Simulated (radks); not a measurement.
Numerical settings for the zirconium ion Zr+, [Kr] 4d2 5s1. Calculated with a radial shooting solver on a logarithmic mesh with Libxc functionals: scalar-relativistic Kohn-Sham, r2SCAN, spin-polarised, spherical densities, finite nucleus; open shells are filled with parallel spins first (spin-orbit coupling, left out, can overturn this in heavy ions); meta-GGA in the generalised Kohn-Sham scheme; Fermi nuclear charge, rms radius 4.2694 fm. The defaults (mesh step 0.008 in ln r, mesh end at 40 bohr or more with all orbitals vanishing there, Anderson mixing 0.5 over 9 steps, residual threshold near 1e-9 with the energy settled to 1e-9 hartree or 1e-11 of itself, here a cap of 78 iterations) give E = -3598.835 hartree and 4d at -10.645 eV in 12 iterations. Run on one thread of a shared host, so times are rough (Arm Neoverse N1): 0.23 s of CPU time, 0.23 s wall, 12 iterations on 2314 mesh points. Changes against that run (0 stands for a change within the tolerance of the run):

| setting | iterations | converged | E (mhartree) | e(4d) (meV) | CPU (s) |
|---|---|---|---|---|---|
| mesh step in ln r 0.2 | 4 | no | diverged | - | 0.03 |
| mesh step in ln r 0.05 | 11 | yes | +0.0176 | -0.0191 | 0.05 |
| mesh step in ln r 0.005 | 14 | yes | 0 | +0.013 | 0.41 |
| mesh end (bohr) 5 | 12 | yes | +99.9 | +1.69e+03 | 0.22 |
| mesh end (bohr) 1 | 11 | level above zero | +1.94e+05 | +5.36e+05 | 0.16 |
| residual threshold 0.001 | 10 | yes | 0 | +0.21 | 0.21 |
| residual threshold 1e-05 | 10 | yes | 0 | +0.21 | 0.2 |
| mixing 2.5 | 19 | yes | 0 | +0.00749 | 0.34 |
| linear mixing, mixing 0.8 | 31 | no | diverged | - | 0.48 |
| linear mixing, mixing 0.2 | 62 | yes | 0 | +0.0241 | 0.92 |
| mixing history 20 | 13 | yes | 0 | +0.00659 | 0.25 |
| iteration cap 5 | 5 | no | +0.0206 | +35.4 | 0.11 |

Settled on a wrong energy, with an occupied level pushed above zero by the early mesh end: mesh end (bohr) 1 (+194 hartree). Apart from these: settings that end as converged yet miss the energy by more than 1 mhartree: mesh end (bohr) 5 (+0.0999 hartree). A mesh that ends early acts as a hard wall.
